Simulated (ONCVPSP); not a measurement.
PBE ONCV dataset for Cl (Z = 17), scalar-relativistic all-electron reference.

| Item | Value |
| --- | --- |
| Element | Cl |
| Generator | ONCVPSP 4.0.1 |
| Type | optimised norm-conserving Vanderbilt (ONCV) |
| Functional | PBE |
| Relativity | scalar-relativistic |
| Frozen core | [He] |
| Valence charge | 15 |
| Reference configuration | 2s2 2p6 3s2 3p5 |
| Partial waves | 2s+3s: rc 0.75 bohr, ncon 3, nbas 7, qcut 18.4 1/bohr, 2 projectors; 2p+3p: rc 0.85 bohr, ncon 5, nbas 9, qcut 18.1 1/bohr, 2 projectors; d scattering state at 0.32 Ha: rc 0.80 bohr, ncon 5, nbas 8, qcut 13 1/bohr, 1 projector |
| Local potential | polynomial inside 0.60 bohr (lpopt 5, dvloc0 3 Ha) |
| Core correction | polynomial model core, fcfact 0.65 |

All-electron outer shells of the reference configuration (PBE, scalar-relativistic, ld1.x):

| shell | level (eV) | outermost node (bohr) | outermost maximum (bohr) |
| --- | --- | --- | --- |
| 1s | -2751.31 | – | 0.06 |
| 2s | -252.70 | 0.12 | 0.36 |
| 2p | -191.63 | – | 0.30 |
| 3s | -20.69 | 0.55 | 1.29 |
| 3p | -8.59 | 0.53 | 1.43 |

**Question.** Does the generator finish with these settings?

**Answer.** Yes, a potential is produced and its reference levels are reproduced.

**Question.** Estimate the cutoffs (Ha) at which the residual kinetic energy of the hardest occupied pseudo-wave falls to 1 and 0.1 mHa per electron.

**Answer.** 135 Ha and 150 Ha.

**Question.** Does the potential have ghost states?

**Answer.** No bound ghost flagged; no localised positive-energy state flagged.

**Question.** Tests: 2s2 2p6 3s2 3p4; 2s2 2p6 3s2 3p3; 2s2 2p6 3s2 3p2; 2s1 2p6 3s2 3p5. Which has the largest error in its energy relative to the reference configuration, and how large is it?

**Answer.** 2s1 2p6 3s2 3p5, with -664 meV (all-electron minus pseudo) on +269.35 eV.
